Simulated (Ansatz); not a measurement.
A nudged elastic band was laid between two geometries of CH4AlFS (8 atoms, charge 0, multiplicity 1).

These are results of RKS B3LYP-D4/STO-3G (Ansatz 0.2.0), not measurements.

```
movable images  : 7
climbing image  : yes
spring          : 5.0 eV/Å²
optimiser       : quadratic models (default)
start path      : IDPP
force threshold : 0.03 eV/Å
iteration limit : 60
end points      : relaxed
```

Image 0:

```xyz
8
Properties=species:S:1:pos:R:3
F 0.861 -0.110 0.584
C 0.156 1.167 0.288
S -1.292 0.660 -0.680
Al -0.265 -1.257 -0.396
H 0.908 1.803 -0.239
H -0.052 1.634 1.282
H 0.604 -1.748 -1.514
H -0.828 -2.205 0.619
```

Image 8:

```xyz
8
Properties=species:S:1:pos:R:3
F 1.351 0.376 1.187
C 0.341 1.148 0.573
S 0.020 0.642 -1.177
Al -0.444 -1.389 -0.854
H 0.645 2.223 0.558
H -0.593 1.080 1.188
H -0.687 -2.219 -2.077
H -0.541 -1.919 0.545
```

(1) What changes between the two ends?

(2) Give the energies along the band, and the barrier.

(3) What is the geometry of the highest image?

(4) What are the harmonic wavenumbers there?

The band took 8 iterations and roughly 70 core-seconds.

Answers

(1) Bonds broken: F1–Al4. The dihedral C2–S3–Al4–H8 goes from 104 to 5°.

(2) The run converged. The highest image is number 6 of 0 to 8, 21.3 kcal/mol above the first end and 0.6 kcal/mol above the last; the last end lies 20.7 kcal/mol above the first. A vibrational analysis at the climbing image gives one clearly imaginary mode, 154i cm⁻¹: a first-order saddle point. The orbitals stay closed-shell, which can raise the energy where a bond breaks towards radicals; this wasn't checked here. Limits of this set-up: minimal basis.

```
image  path coordinate (Å)  energy (kcal/mol)  F1–Al4 (Å)  dihedral C2–S3–Al4–H8 (°)
    0                 0.00                0.0        1.88                        104
    1                 0.42                0.0        1.88                         94
    2                 0.84                0.3        1.89                         83
    3                 1.26                2.4        1.91                         70
    4                 1.69                8.9        2.02                         57
    5                 2.11               18.2        2.33                         41
    6                 2.53               21.3        2.76                         24
    7                 2.87               20.9        3.02                         13
    8                 3.20               20.7        3.24                          5
```

(3) 
```xyz
8
Properties=species:S:1:pos:R:3
F 1.190 0.158 0.945
C 0.273 1.156 0.521
S -0.343 0.732 -1.163
Al -0.367 -1.349 -0.768
H 0.777 2.152 0.492
H -0.559 1.226 1.267
H -0.394 -2.241 -1.973
H -0.485 -1.890 0.624
```

(4) 154i, 134, 300, 399, 597, 619, 680, 820, 961, 1008, 1159, 1277, 1435, 1664, 2478, 2528, 3201, 3305 cm⁻¹.

Run time: 74 s on 1 thread of Arm Neoverse V2, on a shared host, peak memory 0.094 GiB.
